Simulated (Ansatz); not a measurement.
F$_{2}$Mn, sextet, at a GFN2-xTB geometry (such geometries of metal compounds can be far from the true shape). Base run: SVWN5/3-21G (Ansatz, a quantum-chemistry and plane-wave program).

Geometry (Å):
```xyz
3

Mn     0.0098     0.0003    -0.0017
F     -0.2418     1.2820    -1.0990
F      0.2146    -1.2827     1.1037
```
Charge 0, spin multiplicity 6.
Orbitals are unrestricted.
All else is at Ansatz's defaults.

The base run was repeated with changes; each row names its change, and settings that it needs were set with it.

```
change                                       E (Eh)  <S^2>
--------------------------------------  -----------  -----
base                                    -1340.55623  8.760
functional = wB97M-V                    -1344.03960  8.759
functional = b3lyp                      -1344.17585  8.760
functional = hf                         -1342.22006  8.767
functional = cam_b3lyp                  -1344.16038  8.759
functional = BHLYP                      -1344.06886  8.761
functional = hse06                      -1343.74440  8.763
functional = blyp                       -1344.16816  8.757
functional = r2scan                     -1343.99534  8.764
functional = pbe; dispersion = d4       -1343.72141  8.760
functional = wB97X                      -1344.11237  8.757
functional = pbe; dispersion = d3bjatm  -1343.72115  8.760
functional = pbe                        -1343.72027  8.760
```

Totals shift with the method and basis; they matter in differences.
